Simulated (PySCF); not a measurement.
**Vertical excitation energies**

C5H9FO.
Numbering: `[CH3:1][CH2:2]/[C:3]([F:4])=[CH:5]/[O:6][CH3:7]` (hydrogens: H8, H9, H10 on C1; H11, H12 on C2; H13 on C5; H14, H15, H16 on C7)

Level of theory: TDDFT PBE0/def2-SVPD, vertical, gas phase, core orbitals frozen in the response (PySCF). Geometry: GFN2-xTB, one conformer, isolated molecule. Torsions of this conformer, `[CH3:1][CH2:2]/[C:3]([F:4])=[CH:5]/[O:6][CH3:7]`: C1–C2–C3–F4 -74°, C3–C5–O6–C7 0°.

Question: Predict the UV-vis stick spectrum at this level.

Answer: 

```
state  E (eV)  ν̃ (cm⁻¹)      f  |μ| (D)  main configurations (H = HOMO, L = LUMO)
   S1    5.69      45860  0.021     1.00                                 H→L (88%)
   S2    6.49      52380  0.132     2.32                  H→L+1 (62%), H→L+2 (21%)
   S3    6.74      54360  0.015     0.76                  H→L+3 (79%), H→L+2 (12%)
   S4    6.92      55810  0.108     2.03     H→L+2 (61%), H→L+1 (17%), H→L+3 (13%)
   S5    7.09      57200  0.066     1.56      H→L+5 (44%), H→L+4 (38%), H→L+1 (8%)
   S6    7.21      58190  0.064     1.53                  H→L+5 (47%), H→L+4 (45%)
```

Triplets, Tamm–Dancoff:

```json
{"state": "T1", "E (eV)": "4.34", "λ (nm)": "285.5", "main configurations (H = HOMO, L = LUMO)": "H→L+1 (65%), H→L+2 (16%), H→L (10%)"}
{"state": "T2", "E (eV)": "5.45", "λ (nm)": "227.5", "main configurations (H = HOMO, L = LUMO)": "H→L (74%), H→L+1 (13%)"}
```

The lowest singlet lies at 5.69 eV (218 nm, ultraviolet) and is weak; its leading configuration is HOMO→LUMO (88%). The most intense listed level is S2 at 6.49 eV (191 nm, f = 0.132), 0.81 eV above S1. Löwdin shares by element: HOMO carbon 50% or more, oxygen 24%, fluorine 10% (atoms not listed hold the other 15%); LUMO carbon 46% or more (atoms not listed hold the other 54%). Weighted by f, the mean energy of these states is 6.78 eV. The listed states span 1.53 eV, and the widest gap between neighbours is 0.81 eV (S1 to S2). The oscillator strengths of these states sum to 0.406; summed over the whole spectrum of an exact calculation they would give the number of electrons, 56 (Thomas–Reiche–Kuhn). The window holds the lowest 6 singlets.

Time: 34 s; peak memory 0.87 GiB. Hardware: one thread, Arm Neoverse V1 (aarch64) (shared host).
